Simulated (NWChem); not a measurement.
System: CH₇BO₂Si; SMILES CB(O)O[SiH3]

Input file for NWChem:

```
start job
memory heap 200 mb stack 900 mb global 1100 mb
geometry units angstroms noautoz
  B     -0.048786     0.931589     0.000767
  C     -0.971131     2.213628    -0.000663
  H     -2.037846     1.952125     0.007150
  H     -0.779461     2.838394    -0.889563
  H     -0.768699     2.849972     0.877499
  O      1.315493     1.007108     0.000452
  H      1.640066     1.911366    -0.000593
  O     -0.607585    -0.311684     0.001828
  Si    -0.035146    -1.881695    -0.000403
  H      1.454616    -1.939812    -0.027509
  H     -0.585405    -2.571340    -1.202809
  H     -0.541120    -2.560925     1.227210
end
basis spherical
  * library 6-31g*
end
dft
  xc m06-l
  grid xcoarse
  iterations 150
  mulliken
end
task dft gradient
```

Excerpt of the output:

```
             Northwest Computational Chemistry Package (NWChem) 7.3.0
             --------------------------------------------------------

 C1  symmetry detected

                             Geometry "geometry" -> ""
                             -------------------------

 Output coordinates in angstroms (scale by  1.889725989 to convert to a.u.)

  No.       Tag          Charge          X              Y              Z
 ---- ---------------- ---------- -------------- -------------- --------------
    1 B                    5.0000     0.03409771     0.93849452     0.00067607
    2 C                    6.0000    -0.84620573     2.24975738    -0.00070443
    3 H                    1.0000    -1.92083618     2.02296916     0.00718566
    4 H                    1.0000    -0.63444688     2.86797403    -0.88962485
    5 H                    1.0000    -0.62319187     2.87921320     0.87743627
    6 O                    8.0000     1.40010769     0.96975107     0.00026542
    7 H                    1.0000     1.75382135     1.86301293    -0.00081242
    8 O                    8.0000    -0.56470794    -0.28601181     0.00179003
    9 Si                  14.0000    -0.04346142    -1.87375326    -0.00046289
   10 H                    1.0000     1.44363198    -1.98013022    -0.02767173
   11 H                    1.0000    -0.61586986    -2.54521031    -1.20282281
   12 H                    1.0000    -0.57110089    -2.53621412     1.22719299

 Effective nuclear repulsion energy (a.u.)     219.2614672926

                                 NWChem DFT Module
                                 -----------------

 Summary of "ao basis" -> "ao basis" (spherical)
 ------------------------------------------------------------------------------
       Tag                 Description            Shells   Functions and Types
 ---------------- ------------------------------  ------  ---------------------
 B                           6-31g*                  6       14   3s2p1d
 C                           6-31g*                  6       14   3s2p1d
 H                           6-31g*                  2        2   2s
 O                           6-31g*                  6       14   3s2p1d
 Si                          6-31g*                  8       18   4s3p1d

            General Information
            -------------------
          SCF calculation type: DFT
          Wavefunction type:  closed shell.
          No. of atoms     :    12
          No. of electrons :    48
           Alpha electrons :    24
            Beta electrons :    24
          Charge           :     0
          Spin multiplicity:     1
          Use of symmetry is: off; symmetry adaption is: off
          Maximum number of iterations: 150
          AO basis - number of functions:    88
                     number of shells:    46
          Convergence on energy requested:  1.00D-06
          Convergence on density requested:  1.00D-05
          Convergence on gradient requested:  5.00D-04

              XC Information
              --------------
                        M06-L Method XC Functional
                         M06-L Exchange Functional  1.000
                       M06-L Correlation Potential  1.000

             Grid Information
             ----------------
          Grid used for XC integration:  xcoarse
          Radial quadrature: Mura-Knowles
          Angular quadrature: Lebedev.
          Tag              B.-S. Rad. Rad. Pts. Rad. Cut. Ang. Pts.
          ---              ---------- --------- --------- ---------
          B                   0.85       21           9.0       194
          C                   0.70       21          11.0       194
          H                   0.35       21          12.0       194
          O                   0.60       21          10.0       194
          Si                  1.10       42          11.0       194
          Grid pruning is: on
          Number of quadrature shells:   273
          Spatial weights used:  Erf1

      Superposition of Atomic Density Guess
      -------------------------------------

 Sum of atomic energies:        -503.99998240

      Non-variational initial energy
      ------------------------------

 Total energy =    -506.226583
 1-e energy   =   -1128.747578
 2-e energy   =     403.259527
 HOMO         =      -0.396642
 LUMO         =       0.045827

     ---------------------------------------------
      Total Density - Mulliken Population Analysis
     ---------------------------------------------

    Atom       Charge   Shell Charges
 -----------   ------   -------------------------------------------------------
    1 B    5     4.06   2.00  0.54  1.03  0.26  0.11  0.13
    2 C    6     6.95   2.00  0.72  2.11  0.70  1.39  0.02
    3 H    1     0.76   0.46  0.30
    4 H    1     0.75   0.45  0.30
    5 H    1     0.75   0.45  0.30
    6 O    8     8.89   2.00  0.93  3.13  0.89  1.93  0.01
    7 H    1     0.46   0.35  0.10
    8 O    8     8.87   2.00  0.93  3.17  0.88  1.90  0.01
    9 Si  14    13.29   2.00  2.00  5.97  0.93  1.51  0.30  0.42  0.17
   10 H    1     1.07   0.47  0.60
   11 H    1     1.08   0.47  0.60
   12 H    1     1.08   0.47  0.60

   convergence    iter        energy       DeltaE   RMS-Dens  Diis-err
 ---------------- ----- ----------------- --------- --------- ---------
 d= 0,ls=0.0,diis     1   -507.1055827986 -7.26D+02  1.49D-02  7.59D-01
 d= 0,ls=0.0,diis     2   -507.0491215878  5.65D-02  8.91D-03  1.52D+00
 d= 0,ls=0.0,diis     3   -507.1990371688 -1.50D-01  1.64D-03  3.70D-02
 d= 0,ls=0.0,diis     4   -507.2016842341 -2.65D-03  7.13D-04  9.91D-03
 d= 0,ls=0.0,diis     5   -507.2004238000  1.26D-03  4.22D-04  1.05D-03
  Resetting Diis
 d= 0,ls=0.0,diis     6   -507.2005866176 -1.63D-04  3.28D-04  9.96D-05
 d= 0,ls=0.0,diis     7   -507.2006146781 -2.81D-05  1.13D-04  3.61D-05
 d= 0,ls=0.0,diis     8   -507.2006124696  2.21D-06  5.68D-05  6.38D-05
 d= 0,ls=0.0,diis     9   -507.2006192351 -6.77D-06  1.50D-05  2.75D-06
 d= 0,ls=0.0,diis    10   -507.2006194735 -2.38D-07  4.74D-06  4.50D-07

         Total DFT energy =     -507.200619473467
      One electron energy =    -1133.633630555901
           Coulomb energy =      457.530719360238
    Exchange-Corr. energy =      -50.359175570403
 Nuclear repulsion energy =      219.261467292600

 Numeric. integr. density =       48.001558470810

                       DFT Final Molecular Orbital Analysis
                       ------------------------------------

 Vector   22  Occ=2.000000D+00  E=-2.977352D-01
              MO Center=  1.9D-01,  3.7D-02, -8.4D-03, r^2= 4.7D+00
   Bfn.  Coefficient  Atom+Function         Bfn.  Coefficient  Atom+Function
  ----- ------------  ---------------      ----- ------------  ---------------
    53      0.281814   8 O  px               38      0.242714   6 O  py
    84     -0.218235  10 H  s                57      0.206753   8 O  px
    17     -0.194741   2 C  px                4     -0.178789   1 B  py
    71     -0.176221   9 Si px               42      0.172535   6 O  py
    37     -0.170508   6 O  px               83     -0.157328  10 H  s

 Vector   23  Occ=2.000000D+00  E=-2.737197D-01
              MO Center=  5.2D-02, -4.8D-01,  1.3D-02, r^2= 3.5D+00
   Bfn.  Coefficient  Atom+Function         Bfn.  Coefficient  Atom+Function
  ----- ------------  ---------------      ----- ------------  ---------------
    55      0.427626   8 O  pz               39     -0.357896   6 O  pz
    59      0.339682   8 O  pz               43     -0.278864   6 O  pz
    88     -0.210649  12 H  s                86      0.203566  11 H  s
    73     -0.154212   9 Si pz               87     -0.142028  12 H  s
    85      0.137855  11 H  s                79      0.075765   9 Si d -1

 Vector   24  Occ=2.000000D+00  E=-2.708096D-01
              MO Center= -2.5D-02,  2.9D-01, -8.9D-03, r^2= 3.9D+00
   Bfn.  Coefficient  Atom+Function         Bfn.  Coefficient  Atom+Function
  ----- ------------  ---------------      ----- ------------  ---------------
    53      0.355688   8 O  px               57      0.256937   8 O  px
    37      0.238024   6 O  px               18     -0.235474   2 C  py
    84     -0.204901  10 H  s                22     -0.187904   2 C  py
    20      0.181997   2 C  s                41      0.165260   6 O  px
     3     -0.162521   1 B  px               71     -0.157316   9 Si px

[...]

                         DFT ENERGY GRADIENTS

    atom               coordinates                        gradient
                 x          y          z           x          y          z
   1 B       0.064435   1.773497   0.001278    0.002823  -0.003281  -0.000040
   2 C      -1.599097   4.251425  -0.001331   -0.000040  -0.000773   0.000052
   3 H      -3.629854   3.822857   0.013579   -0.006683  -0.002979   0.000042
   4 H      -1.198931   5.419685  -1.681147    0.002708   0.002864  -0.006145
   5 H      -1.177662   5.440924   1.658114    0.002781   0.002927   0.006060
   6 O       2.645820   1.832564   0.000502   -0.004915   0.004598   0.000007
   7 H       3.314242   3.520584  -0.001535    0.001231  -0.002057  -0.000002
   8 O      -1.067143  -0.540484   0.003383    0.001703   0.005649   0.000042
   9 Si     -0.082130  -3.540880  -0.000875   -0.001535  -0.000484  -0.000113
  10 H       2.728069  -3.741904  -0.052292    0.006920  -0.000588  -0.000159
  11 H      -1.163825  -4.809750  -2.273006   -0.002560  -0.002910  -0.005502
  12 H      -1.079224  -4.792750   2.319058   -0.002432  -0.002967   0.005759
```

Level: M06-L/6-31G* (spherical d). Coordinates come from a PBE0/def2-SVP optimisation. No frequency run checked for a minimum.
